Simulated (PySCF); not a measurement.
A species of formula C5H8Si has this rotational fingerprint, computed with PBE0-D3(BJ)/def2-SVP geometry optimisation, gas phase (PySCF):

| Property | Result |
| --- | --- |
| Rotational constants | A = 8336, B = 1263, C = 1227 MHz |
| Dipole components | \|μa\| = 2.46 D, \|μb\| = 0.50 D, \|μc\| = 0.45 D |
| Inertial defect | -48.87 u·Å² |
| κ | -0.99 |

Question: Which candidate fits, each taken in the one conformer that was computed?
A. `[CH:1]#[C:2][C@H:3]1[CH2:4][CH2:5][SiH2:6]1` with C2–C3–C4–C5 150°, C3–C4–C5–Si6 -24°, C4–C5–Si6–C3 20°, C2–C3–Si6–C5 -142°
B. `CC1=CC=C[SiH2]1`
C. `[SiH3:1][CH2:2][CH:3]=[C:4]1[CH:5]=[CH:6]1` with Si1–C2–C3–C4 103°
D. `C=CC#CC[SiH3]`

Answer: C. It is [SiH3]CC=C1C=C1, a near-prolate asymmetric top, point group C1. The candidates at the same level (rigid rotor, commonest isotopes):

| SMILES | A (MHz) | B (MHz) | C (MHz) | μa (D) | μb (D) | μc (D) | Δ (u·Å²) | point group | rotor |
| --- | --- | --- | --- | --- | --- | --- | --- | --- | --- |
| [SiH3]CC=C1C=C1 | 8336 | 1263 | 1227 | 2.46 | 0.50 | 0.45 | -48.87 | C1 | near-prolate asymmetric top |
| CC1=CC=C[SiH2]1 | 4804 | 2758 | 1809 | 0.43 | 0.42 | 0.02 | -9.04 | near Cs | asymmetric top |
| C#C[C@H]1CC[SiH2]1 | 5993 | 1953 | 1596 | 1.10 | 0.33 | 0.17 | -26.46 | C1 | asymmetric top |
| C=CC#CC[SiH3] | 8980 | 1002 | 950.8 | 0.35 | 0.35 | 0.15 | -29.20 | C1 | near-prolate asymmetric top |

`C=CC#CC[SiH3]` has C 22 % too low; `C#C[C@H]1CC[SiH2]1` has B 55 % too high; `CC1=CC=C[SiH2]1` has B 118 % too high. No structure here is proved a minimum.
